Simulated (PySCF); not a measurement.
## PbH at LC-ωPBE

Level: LC-ωPBE. basis H def2-SVPD, Pb def2-SVPD with ECP60; scalar-relativistic core potentials; PySCF 2.14.

* state: ²Π (doublet), unpaired electrons π ↑
* bond length: 1.833 Å
* harmonic wavenumber: 1680 cm⁻¹
* force constant: 1.67 mdyn/Å
* rotational constant Be: 5.004 cm⁻¹
* anharmonicity ωexe: 21.7 cm⁻¹
* vibration–rotation constant αe: 0.116 cm⁻¹
* well depth De to H + Pb: 225 kJ/mol
* dissociation energy D0: 215 kJ/mol
* bond order (Mayer): 0.98
* dipole moment (positive dipole means H(−)Pb(+)): 0.96 D

Spin–orbit coupling is left out, which matters for elements this heavy, above all for dissociation energies. The state was picked by a PBE0 search and need not be the measured ground state.
